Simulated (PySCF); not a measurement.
SiCl3I, SMILES Cl[Si](Cl)(Cl)I. Geometry: PBE-D3(BJ)/def2-SVP. The def2 effective core potentials stand for the cores of I; spin–orbit coupling is left out.

Computed equilibrium geometry at PBE-D3(BJ)/def2-SVP (PySCF confirms it by a frequency run) as bond lengths and angles, and its point group:
point group C3v.
Atoms: Cl1 Si2 Cl3 Cl4 I5. Bond lengths (Å): Cl1–Si2 2.058, Si2–Cl3 2.058, Si2–Cl4 2.058, Si2–I5 2.440. Angles (°): Cl1–Si2–Cl3 108.9, Cl1–Si2–Cl4 108.9, Cl1–Si2–I5 110.1, Cl3–Si2–Cl4 108.9, Cl3–Si2–I5 110.1, Cl4–Si2–I5 110.1.
